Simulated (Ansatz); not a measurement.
Au9⁺, relaxed as a singlet with RKS PBE0-D4/def2-SVP in Ansatz, starting from the GFN2-xTB geometry. Force threshold 0.02 eV/Å.

In the def2 sets Au takes a core potential; there is no spin–orbit coupling. The structure comes from a short search, and lower isomers may exist.

Start:

```tsv
atom	x (Å)	y (Å)	z (Å)
Au1	0.660	-1.912	0.936
Au2	2.506	1.520	-0.704
Au3	-1.700	1.286	-0.642
Au4	-0.346	-1.439	-1.653
Au5	0.406	2.729	0.339
Au6	-0.499	-1.470	3.242
Au7	-2.650	-0.429	-2.377
Au8	2.307	-1.083	-1.086
Au9	-0.685	0.798	1.945
```

```json
{"step": "1", "energy (eV)": "-33240.3730", "largest force component (eV/Å)": "0.613", "SCF passes": "23"}
{"step": "2", "energy (eV)": "-33241.0003", "largest force component (eV/Å)": "0.602", "SCF passes": "33"}
{"step": "3", "energy (eV)": "-33241.2993", "largest force component (eV/Å)": "0.768", "SCF passes": "27"}
{"step": "4", "energy (eV)": "-33241.5491", "largest force component (eV/Å)": "0.832", "SCF passes": "27"}
{"step": "5", "energy (eV)": "-33241.7956", "largest force component (eV/Å)": "0.840", "SCF passes": "26"}
{"step": "6", "energy (eV)": "-33242.0161", "largest force component (eV/Å)": "0.690", "SCF passes": "27"}
{"step": "7", "energy (eV)": "-33242.1782", "largest force component (eV/Å)": "0.340", "SCF passes": "27"}
{"step": "8", "energy (eV)": "-33242.2125", "largest force component (eV/Å)": "0.018", "SCF passes": "27"}
```

Force components are those of the run's own axes.

End:

```tsv
atom	x (Å)	y (Å)	z (Å)
Au1	0.857	-1.584	0.940
Au2	1.496	0.901	-0.413
Au3	-1.352	1.284	-0.800
Au4	-0.161	-1.100	-1.699
Au5	0.202	3.118	0.492
Au6	-0.552	-1.471	3.181
Au7	-2.661	-0.463	-2.302
Au8	2.502	-1.489	-1.237
Au9	-0.330	0.803	1.838
```

Bonds formed: Au1–Au2, Au2–Au3, Au2–Au4, Au2–Au9 (atoms count from 1). The end is the same structure that another start reached, the lowest one found.

No frequencies were taken in this run, so the end may be a saddle point.

It took 6.1 min on 4 threads of Arm Neoverse N1 on a shared host, peak host memory 1.8 GiB.
